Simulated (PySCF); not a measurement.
C4H2BrCl, SMILES C(/C#C)=C(/Br)Cl.

The structure is a stationary point at r2SCAN-D4/def2-SVP. The structure was generated by enumeration; whether it is a known compound was not checked.

The numbers are results of r2SCAN-D4/def2-SVP in PySCF 2.14.0, not measurements.

Frequencies are harmonic and unscaled.

Task: Give all harmonic wavenumbers and intensities. (The exact figures need the calculation; the answer reports its results.)

Result: 
| mode | ν (cm⁻¹) | IR (km/mol) | Raman (Å⁴/amu) | depolarisation | moving atoms (share of kinetic energy) |
|---|---|---|---|---|---|
| 1 | 106 | 0.2 | 9.5 | 0.65 | C 57 %, Br 26 %, H 11 % |
| 2 | 138 | 0.5 | 3.6 | 0.75 | C 70 %, H 15 %, Cl 14 % |
| 3 | 241 | 0.2 | 2.1 | 0.69 | Cl 52 %, Br 29 %, C 17 % |
| 4 | 297 | 3.2 | 9.1 | 0.72 | C 67 %, Cl 13 %, Br 12 %, H 8 % |
| 5 | 417 | 0.1 | 1.1 | 0.75 | C 93 % |
| 6 | 449 | 5.7 | 10.0 | 0.21 | C 49 %, Cl 43 % |
| 7 | 489 | 10.1 | 9.2 | 0.75 | C 75 %, H 24 % |
| 8 | 587 | 25.0 | 3.2 | 0.25 | C 83 %, Br 9 % |
| 9 | 626 | 45.0 | 7.5 | 0.75 | H 79 %, C 21 % |
| 10 | 676 | 46.1 | 1.1 | 0.75 | H 80 %, C 20 % |
| 11 | 815 | 14.6 | 6.0 | 0.75 | H 68 %, C 31 % |
| 12 | 899 | 147.9 | 1.1 | 0.56 | C 88 %, Cl 10 % |
| 13 | 1052 | 17.4 | 2.4 | 0.73 | C 78 %, H 21 % |
| 14 | 1253 | 19.3 | 9.9 | 0.43 | H 71 %, C 28 % |
| 15 | 1626 | 42.4 | 189.8 | 0.26 | C 96 % |
| 16 | 2194 | 1.3 | 524.1 | 0.29 | C 92 %, H 8 % |
| 17 | 3161 | 6.3 | 125.1 | 0.24 | H 92 %, C 8 % |
| 18 | 3476 | 99.9 | 29.2 | 0.25 | H 86 %, C 14 % |
